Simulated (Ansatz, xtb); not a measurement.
**Relative energy of two isomers of C3H11FGaN**

Structure X: `C[N+](C)(C)[GaH2-][F]`, a singlet. Structure Y: `C[CH](C)[Ga@H-]([NH3+])[F]`, a singlet. Both are isolated molecules in the gas phase, relaxed with r2SCAN-D4/def2-SVP; the shapes shown needn't be the lowest conformers.

X (Å):

```yaml
atoms:
  - { symbol: C, position_ang: [1.2010, -0.3821, -1.7575] }
  - { symbol: C, position_ang: [-0.3217, -0.2969, 0.1334] }
  - { symbol: C, position_ang: [-0.7528, -1.8242, -1.6892] }
  - { symbol: F, position_ang: [-0.1578, -3.2294, 0.9469] }
  - { symbol: Ga, position_ang: [1.3471, -2.6758, 0.1300] }
  - { symbol: N, position_ang: [0.2930, -1.1517, -0.8979] }
  - { symbol: H, position_ang: [0.6571, 0.4155, -2.2971] }
  - { symbol: H, position_ang: [1.6699, -1.0555, -2.4899] }
  - { symbol: H, position_ang: [1.9890, 0.0748, -1.1410] }
  - { symbol: H, position_ang: [-0.9559, 0.4813, -0.3298] }
  - { symbol: H, position_ang: [0.4698, 0.1813, 0.7277] }
  - { symbol: H, position_ang: [-0.9229, -0.9353, 0.7955] }
  - { symbol: H, position_ang: [-0.2793, -2.4729, -2.4397] }
  - { symbol: H, position_ang: [-1.3973, -1.0830, -2.1968] }
  - { symbol: H, position_ang: [-1.3499, -2.4483, -1.0101] }
  - { symbol: H, position_ang: [1.7905, -3.6326, -1.0320] }
  - { symbol: H, position_ang: [2.2878, -1.8609, 1.0855] }
```

Y (Å):

```xyz
17

C    -1.0100    2.0848   -1.0993
C     0.0737    1.0389   -1.3702
C    -0.2247    0.2226   -2.6299
F     0.0716    0.7886    1.7585
Ga    0.3337   -0.1190    0.2224
N    -1.6058   -0.9654    0.5059
H    -0.7897    2.6820   -0.2006
H    -1.9999    1.6160   -0.9384
H    -1.1344    2.7808   -1.9505
H     1.0328    1.5700   -1.5237
H    -1.1590   -0.3622   -2.5287
H     0.5794   -0.4948   -2.8647
H    -0.3593    0.8683   -3.5184
H     1.2975   -1.3465    0.4010
H    -2.3085   -0.7357   -0.1986
H    -1.8538   -0.4839    1.3757
H    -1.6386   -1.9709    0.6772
```

Task: Estimate which is lower in electronic energy at CCSD(T)/def2-SVP + ΔMP2/def2-TZVPP, and by roughly how much.

Result: The CCSD(T)/def2-SVP + ΔMP2/def2-TZVPP calculation puts structure Y lower, by 16.3 kcal/mol.

How the difference moves with the method:

```tsv
level	geometry	E(Y) − E(X) (kcal/mol)	departure from the last row (kcal/mol)	job, with rough time for the two
r2SCAN-D4/def2-SVP	r2SCAN-D4/def2-SVP	−15.2	+1.1	optimisation, 81 s
HF/def2-SVP	r2SCAN-D4/def2-SVP	−13.9	+2.4	part of the CCSD(T) run
MP2/def2-SVP	r2SCAN-D4/def2-SVP	−16.2	+0.1	part of the CCSD(T) run
CCSD(T)/def2-SVP	r2SCAN-D4/def2-SVP	−14.1	+2.2	single point
CCSD(T)/def2-SVP + ΔMP2/def2-TZVPP	r2SCAN-D4/def2-SVP	−16.3		single point, 1.9 min
```

As drawn, Y has 2 C–C, 1 C–Ga, 3 N–H in place of 3 C–N, 2 C–H, 1 Ga–H.

None of the levels shown reverses the order. The largest departure from CCSD(T)/def2-SVP + ΔMP2/def2-TZVPP is that of HF/def2-SVP, 2.4 kcal/mol. Levels run at GFN2-xTB geometries aren't shown. The last row adds to CCSD(T) the change of the MP2 difference between the two basis sets, here −2.2 kcal/mol.

With thermal terms from frequencies at re-optimised GFN2-xTB minima (ideal gas, soft modes damped towards free rotors, one conformer each, 298.15 K, 1 atm): the zero-point term adds +0.4 kcal/mol; ΔH is −14.9 and ΔG −17.3 kcal/mol.

The correlated steps freeze 14 core orbitals; the filled d shell of Ga is correlated, in a basis made for valence electrons. Mirror images aren't counted in ΔG. Run with Ansatz 0.2.0, xtb 6.7.1; the last row on 4 threads of Arm Neoverse V2 on a shared host.
